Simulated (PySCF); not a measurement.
A calculated (B97-3, PySCF 2.14, x2c-TZVPPall with one added diffuse shell each of s, p, d, f type, the spin-free X2C one-electron Hamiltonian (Gaussian nucleus)) atom or ion has these occupied shells.

```tsv
shell	electrons	orbital energy (eV)	rms radius, mean of both spins (bohr)
1s α	1	-4913.5	0.0804
1s β	1	-4913.5	0.0804
2s α	1	-558.81	0.352
2s β	1	-558.14	0.352
2p α	3	-462.88	0.321
2p β	3	-462.30	0.321
3s α	1	-75.420	1.08
3s β	1	-73.218	1.08
3p α	3	-49.990	1.18
3p β	3	-47.668	1.18
3d α	2	-14.296	1.68
4s α	1	-11.391	3.39
```

Task: Name the element and its charge.

Result: Ti+ (titanium, charge +1), in [Ar] 3d2 4s1, high-spin 4F determinant.
